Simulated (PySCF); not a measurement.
Property card for `ClC(Cl)C1=CC=C[SiH2]1`

Compound: C5H6Cl2Si.
Z-matrix (Å and degrees, PBE0-D3(BJ)/def2-SVP geometry), rows numbered from 1:
```
Cl
C   1  1.7907
Cl  2  1.7905  1  109.81
C   2  1.4782  1  110.66  3   122.30
C   4  1.3515  2  123.46  1   122.15
C   5  1.4755  4  116.91  2   179.56
C   6  1.3502  5  117.01  4    -0.02
Si  7  1.8757  6  107.40  5     0.41
H   2  1.0973  1  106.41  3  -114.83
H   5  1.0968  4  122.97  2    -0.40
H   6  1.0955  5  119.44  4   179.95
H   7  1.0918  6  122.20  5   179.85
H   8  1.4915  4  113.37  2    63.96
H   8  1.4914  4  113.80  2   -62.03
```

Some functional groups and rings: C=C double bond, C–Cl bond, Si–H bond and C–Si bond.

**PBE0-D3(BJ)/def2-SVP geometry optimisation, gas phase (PySCF)**

- Rotational constants A, B, C: 1.942, 0.772, 0.719 GHz

CAM-B3LYP/def2-SVPD ground state, ΔSCF and vertical TDDFT (core frozen in the response) (PySCF):

* Dipole moment: 2.67 D
* HOMO energy: -8.36 eV
* LUMO energy: -0.97 eV
* HOMO–LUMO gap: 7.39 eV
* Lowest singlet excitation: 4.36 eV (285 nm, f = 0.129)
* Strongest line among the 10 lowest singlet transitions: S1 at 4.36 eV (285 nm, f = 0.129)
* Lowest triplet excitation (Tamm–Dancoff): 2.61 eV
* Static isotropic polarisability: 111.0 au
* Vertical ionisation energy: 8.94 eV
* Vertical electron affinity: 0.42 eV
* Electronic spatial extent ⟨r²⟩ about the centre of nuclear charge: 1681 bohr²

**PBE/pcSseg-1 ground state and GIAO shieldings, non-relativistic (PySCF)**

* 13C chemical shifts (computed TMS as zero) by class: 154.3 (C6), 152.3 (C4), 144.9 (C5), 137.7 (C7), 90.9 (C2) ppm
* 1H chemical shifts (computed TMS as zero) by class: 7.02 (H11), 6.62 (H10), 6.51 (H12), 6.49 (H9), 5.05 (H13/H14) ppm
* Isotropic shieldings of nuclei other than C and H, by class: 382 (Si8), 561 (Cl1/Cl3) ppm

Monoisotopic mass from the formula: 163.9616 u.

The vertical singlet–triplet gap S1 − T1 is 1.75 eV (TDDFT singlet less Tamm–Dancoff triplet; S1: HOMO→LUMO, weight 0.97; T1: HOMO→LUMO, weight 0.93). The ΔSCF ionisation energy exceeds −ε(HOMO) by 0.58 eV with CAM-B3LYP. The rotational constants make it an asymmetric top with κ = (2B − A − C)/(A − C) = -0.91, nearer the prolate limit (−1). No computed singlet falls in the visible range (750 to 380 nm, 1.65 to 3.26 eV); S1 lies 1.10 eV above its blue end.

The shieldings hold no spin–orbit term; for a carbon that bears several chlorines this term is known to matter.

One conformer stands for the species.
